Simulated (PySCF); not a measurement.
C₄H₇ (SMILES [CH2]C(=C)C), doublet, geometry from GFN2-xTB; DF-PBE/cc-pVDZ (PySCF).

Here is a job for PySCF.
```python
from pyscf import gto, scf, dft

mol = gto.M(
    atom='''
C    -0.194952    0.156859    1.403666
C    -0.001194    0.082410    0.043784
H    -0.293780    1.106309    1.898547
H    -0.253923   -0.725966    2.013739
C     0.075906    1.211654   -0.740905
H     0.227959    1.147651   -1.802926
H    -0.014872    2.193241   -0.312045
C     0.110667   -1.267270   -0.613767
H     0.387261   -2.030937    0.108215
H    -0.847354   -1.543913   -1.053266
H     0.852147   -1.248297   -1.408931
''',
    basis='cc-pvdz',
    charge=0,
    spin=1,
    verbose=4,
)

mf = dft.UKS(mol)
mf.xc = 'pbe'
mf.diis = False
mf.max_cycle = 100
mf = mf.density_fit(auxbasis='def2-universal-jkfit')
mf.kernel()
mf.analyze()
```

Q: Predict the main parts of the log of this PySCF run.

A: 
```
PySCF version 2.14.0

[INPUT] verbose = 4
[INPUT] num. atoms = 11
[INPUT] num. electrons = 31
[INPUT] charge = 0
[INPUT] spin (= nelec alpha-beta = 2S) = 1
[INPUT] symmetry False subgroup None
[INPUT] Mole.unit = angstrom
[INPUT] Symbol           X                Y                Z      unit          X                Y                Z       unit  Magmom
[...]
nuclear repulsion = 113.354943457054
number of shells = 41
number of NR pGTOs = 153
number of NR cGTOs = 91
basis = cc-pvdz
ecp = {}

******** <class 'pyscf.df.df_jk.DFUKS'> ********
method = DFUKS
initial guess = minao
damping factor = 0
level_shift factor = 0
DIIS disabled
SCF conv_tol = 1e-09
SCF conv_tol_grad = None
SCF max_cycles = 100
direct_scf = False
number electrons alpha = 16  beta = 15
XC library pyscf.dft.libxc version 7.1.2
    S. Lehtola, C. Steigemann, M. J. T. Oliveira, and M. A. L. Marques,  SoftwareX 7, 1–5 (2018)
XC functionals = pbe
    J. P. Perdew, K. Burke, and M. Ernzerhof,  Phys. Rev. Lett. 77, 3865 (1996)
    J. P. Perdew, K. Burke, and M. Ernzerhof,  Phys. Rev. Lett. 78, 1396 (1997)
    J. P. Perdew, K. Burke, and M. Ernzerhof,  Phys. Rev. Lett. 77, 3865 (1996)
    J. P. Perdew, K. Burke, and M. Ernzerhof,  Phys. Rev. Lett. 78, 1396 (1997)
radial grids:
    Treutler-Ahlrichs [JCP 102, 346 (1995); DOI:10.1063/1.469408] (M4) radial grids

becke partition: Becke, JCP 88, 2547 (1988); DOI:10.1063/1.454033
pruning grids: <function nwchem_prune>
grids dens level: 3
symmetrized grids: False
atomic radii adjust function: <function treutler_atomic_radii_adjust>
small_rho_cutoff = 0
Set gradient conv threshold to 3.16228e-05
tot grids = 125128
init E= -156.514613421602

cycle= 1 E= -156.287348241067  delta_E= 0.227  |g|= 0.32  |ddm|= 2.23
cycle= 2 E= -156.23701989287  delta_E= 0.0503  |g|= 0.441  |ddm|= 0.856
cycle= 3 E= -156.129965517929  delta_E= 0.107  |g|= 0.63  |ddm|= 1.09
cycle= 4 E= -155.819834312918  delta_E= 0.31  |g|= 0.946  |ddm|= 1.89
cycle= 5 E= -155.090490231078  delta_E= 0.729  |g|= 1.53  |ddm|= 2.41
cycle= 6 E= -150.839666605152  delta_E= 4.25  |g|= 2.48  |ddm|= 9.97

cycle= 7 E= -134.658166562698  delta_E= 16.2  |g|= 5.47  |ddm|= 10.7
cycle= 8 E= -123.926234379797  delta_E= 10.7  |g|= 4.47  |ddm|= 32.8

cycle= 9 E= -105.345693283564  delta_E= 18.6  |g|= 6.75  |ddm|=   34
cycle= 10 E= -121.12176278947  delta_E= -15.8  |g|= 5.11  |ddm|= 17.3
cycle= 11 E= -93.1767261730813  delta_E= 27.9  |g|= 7.24  |ddm|= 17.7
cycle= 12 E= -121.325942694996  delta_E= -28.1  |g|= 5.04  |ddm|= 14.3
cycle= 13 E= -91.4912830664576  delta_E= 29.8  |g|= 6.94  |ddm|=   15
cycle= 14 E= -121.453702557128  delta_E=  -30  |g|= 5.02  |ddm|= 14.6
cycle= 15 E= -91.1308483991555  delta_E= 30.3  |g|= 7.01  |ddm|= 14.7
cycle= 16 E= -121.486584716927  delta_E= -30.4  |g|= 5.02  |ddm|= 14.6
cycle= 17 E= -90.5706269996388  delta_E= 30.9  |g|= 7.13  |ddm|= 14.5
cycle= 18 E= -121.520824075715  delta_E=  -31  |g|= 5.02  |ddm|= 14.4
cycle= 19 E= -90.1935619360033  delta_E= 31.3  |g|= 7.19  |ddm|= 14.4
cycle= 20 E= -121.541544540644  delta_E= -31.3  |g|= 5.02  |ddm|= 14.3
cycle= 21 E= -90.0031473072668  delta_E= 31.5  |g|=  7.2  |ddm|= 14.3
cycle= 22 E= -121.550516539721  delta_E= -31.5  |g|= 5.02  |ddm|= 14.3
cycle= 23 E= -89.906518169476  delta_E= 31.6  |g|= 7.22  |ddm|= 14.3
cycle= 24 E= -121.554528673293  delta_E= -31.6  |g|= 5.01  |ddm|= 14.3
cycle= 25 E= -89.8449495800834  delta_E= 31.7  |g|= 7.23  |ddm|= 14.3
cycle= 26 E= -121.557361454205  delta_E= -31.7  |g|= 5.01  |ddm|= 14.3
cycle= 27 E= -89.7954865168512  delta_E= 31.8  |g|= 7.24  |ddm|= 14.3
cycle= 28 E= -121.560200890224  delta_E= -31.8  |g|= 5.01  |ddm|= 14.3
cycle= 29 E= -89.7495136985379  delta_E= 31.8  |g|= 7.25  |ddm|= 14.2
cycle= 30 E= -121.563365793354  delta_E= -31.8  |g|= 5.01  |ddm|= 14.2
cycle= 31 E= -89.7031909798505  delta_E= 31.9  |g|= 7.26  |ddm|= 14.2
cycle= 32 E= -121.56699528113  delta_E= -31.9  |g|= 5.01  |ddm|= 14.2
cycle= 33 E= -89.6537410759162  delta_E= 31.9  |g|= 7.27  |ddm|= 14.2
[...]
SCF not converged.
Total Energy =                        -122.677870527557744
[...]
spin_pop of  1 C 3s       -0.00008
spin_pop of  1 C 2px       0.72190
spin_pop of  1 C 2py       0.00033
spin_pop of  1 C 2pz       0.01452
spin_pop of  1 C 3px       0.01627
spin_pop of  1 C 3py      -0.00002
spin_pop of  1 C 3pz       0.00026
spin_pop of  1 C 3dxy      0.11591
spin_pop of  1 C 3dyz      0.00221
spin_pop of  1 C 3dz^2     0.00168
spin_pop of  1 C 3dxz      0.02575
spin_pop of  1 C 3dx2-y2    0.00130
spin_pop of  2 H 1s       -0.00021
spin_pop of  2 H 2s        0.00001
spin_pop of  2 H 2px       0.00020
spin_pop of  2 H 2py       0.00001
spin_pop of  2 H 2pz      -0.00003
spin_pop of  3 H 1s        0.00082
spin_pop of  3 H 2s        0.00018
spin_pop of  3 H 2px      -0.00000
spin_pop of  3 H 2py      -0.00001
spin_pop of  3 H 2pz      -0.00012
spin_pop of  4 C 1s       -0.00000
spin_pop of  4 C 2s       -0.00059
spin_pop of  4 C 3s       -0.00010
spin_pop of  4 C 2px       0.01017
spin_pop of  4 C 2py       0.00036
spin_pop of  4 C 2pz       0.00005
spin_pop of  4 C 3px       0.00304
spin_pop of  4 C 3py      -0.00032
spin_pop of  4 C 3pz      -0.00012
spin_pop of  4 C 3dxy      0.00731
spin_pop of  4 C 3dyz     -0.00017
spin_pop of  4 C 3dz^2     0.00076
spin_pop of  4 C 3dxz      0.02109
spin_pop of  4 C 3dx2-y2    0.00027
spin_pop of  5 H 1s        0.00085
spin_pop of  5 H 2s        0.00019
spin_pop of  5 H 2px      -0.00001
spin_pop of  5 H 2py      -0.00009
spin_pop of  5 H 2pz      -0.00005
spin_pop of  6 H 1s       -0.00016
spin_pop of  6 H 2s        0.00002
spin_pop of  6 H 2px       0.00018
spin_pop of  6 H 2py      -0.00002
spin_pop of  6 H 2pz       0.00001
spin_pop of  7 C 1s       -0.00001
spin_pop of  7 C 2s        0.00000
spin_pop of  7 C 3s       -0.00000
spin_pop of  7 C 2px       0.00189
spin_pop of  7 C 2py      -0.00001
spin_pop of  7 C 2pz       0.00003
spin_pop of  7 C 3px       0.00617
spin_pop of  7 C 3py      -0.00000
spin_pop of  7 C 3pz       0.00011
spin_pop of  7 C 3dxy      0.00284
spin_pop of  7 C 3dyz      0.00003
spin_pop of  7 C 3dz^2     0.00009
spin_pop of  7 C 3dxz      0.00045
spin_pop of  7 C 3dx2-y2    0.00006
spin_pop of  8 H 1s       -0.00000
spin_pop of  8 H 2s        0.00007
spin_pop of  8 H 2px       0.00011
spin_pop of  8 H 2py       0.00001
spin_pop of  8 H 2pz       0.00007
spin_pop of  9 H 1s        0.00001
spin_pop of  9 H 2s        0.00053
spin_pop of  9 H 2px       0.00023
spin_pop of  9 H 2py       0.00011
spin_pop of  9 H 2pz       0.00000
spin_pop of  10 H 1s       -0.00000
spin_pop of  10 H 2s        0.00021
spin_pop of  10 H 2px       0.00000
spin_pop of  10 H 2py       0.00010
spin_pop of  10 H 2pz       0.00011
 ** Mulliken Spin Density (per atom)  **
spin density of  0 C =      0.04278
spin density of  1 C =      0.90052
spin density of  2 H =     -0.00002
spin density of  3 H =      0.00086
spin density of  4 C =      0.04174
spin density of  5 H =      0.00089
spin density of  6 H =      0.00003
spin density of  7 C =      0.01164
spin density of  8 H =      0.00025
spin density of  9 H =      0.00088
spin density of  10 H =      0.00042
 ** Mulliken pop alpha/beta on meta-lowdin orthogonal AOs **
 ** Mulliken pop       alpha | beta **
In total            16.00000 | 15.00000
 ** Mulliken atomic charges   ( Nelec_alpha | Nelec_beta ) **
charge of  0C =     -3.72429  (     4.88353      4.84075 )
charge of  1C =      0.55063  (     3.17495      2.27443 )
charge of  2H =     -0.90737  (     0.95367      0.95370 )
charge of  3H =      0.88393  (     0.05846      0.05760 )
charge of  4C =     -3.72076  (     4.88125      4.83951 )
charge of  5H =      0.88475  (     0.05807      0.05718 )
charge of  6H =     -0.90114  (     0.95058      0.95056 )
charge of  7C =      3.94528  (     1.03318      1.02154 )
charge of  8H =      0.99558  (     0.00233      0.00208 )
charge of  9H =      0.99728  (     0.00180      0.00092 )
charge of  10H =      0.99609  (     0.00216      0.00174 )
Dipole moment(X, Y, Z, Debye):  8.25215, -94.82783, -46.00051
```

The run did not converge; its last values are not results.
